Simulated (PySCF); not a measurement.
C₂H₉BSSi, SMILES CB(C)S[SiH3] (CAM-B3LYP/def2-SVP optimised geometry):

```
14

Si     1.427    -0.307     0.000
S      0.832    -1.353     1.789
B     -0.986    -1.341     1.782
C     -1.683    -2.054     2.994
C     -1.827    -0.663     0.637
H      0.931     1.095     0.000
H      0.931    -0.994    -1.222
H      2.912    -0.307     0.000
H     -2.328    -2.865     2.612
H     -2.367    -1.345     3.492
H     -1.004    -2.476     3.748
H     -2.912    -0.763     0.789
H     -1.595     0.413     0.562
H     -1.583    -1.095    -0.348
```

Calculation: PySCF 2.14.0 with CAM-B3LYP/def2-TZVP.

**Question.** What are the frontier orbital energies and the dipole moment?

**Answer.** HOMO-2 -10.31 eV, HOMO-1 -9.61 eV, HOMO -9.00 eV, LUMO 0.50 eV, LUMO+1 1.14 eV; dipole moment 1.22 D.

On the same geometry PBE/def2-TZVP in PySCF gives HOMO-2 -7.63 eV, HOMO-1 -7.05 eV, HOMO -6.60 eV, LUMO -1.60 eV, LUMO+1 -0.65 eV; dipole moment 1.11 D.

Meta-Löwdin charges at CAM-B3LYP/def2-TZVP: Si1 0.48, S2 -0.18, B3 0.14, C4 -0.44, C5 -0.45, H6 -0.10, H7 -0.10, H8 -0.09, H9 0.13, H10 0.13, H11 0.12, H12 0.12, H13 0.13, H14 0.13.
